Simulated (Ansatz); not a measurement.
System: sum formula SiH2F, charge -1, multiplicity 1. It need not be the lowest isomer of its formula. Whether it binds its extra electron was not tested at this geometry. 
Coordinates optimised at B3LYP-D3(BJ)/def2-TZVP (Ansatz, a first-principles code):
```
Si
F 1 1.7087
H 1 1.5584 2 97.75
H 1 1.5584 3 91.68 2 98.06
```
Charge -1, spin multiplicity 1.

Parts of the frozen-core correlation energy in STO-3G (Ansatz, hartree). Frozen orbitals: 6; correlated occupied orbitals by spin: 7 and 7; virtual: 3 and 3. Spin-orbit coupling is left out. No relativistic terms.

```csv
term,value
reference (HF),-384.58780
MP2 opposite-spin,-0.04294
MP2 same-spin,-0.00237
CCSD correlation,-0.06337
(T),-0.00107
FCI minus CCSD(T),-0.00022
T1 diagnostic,0.010
largest doubles amplitude,0.062
```
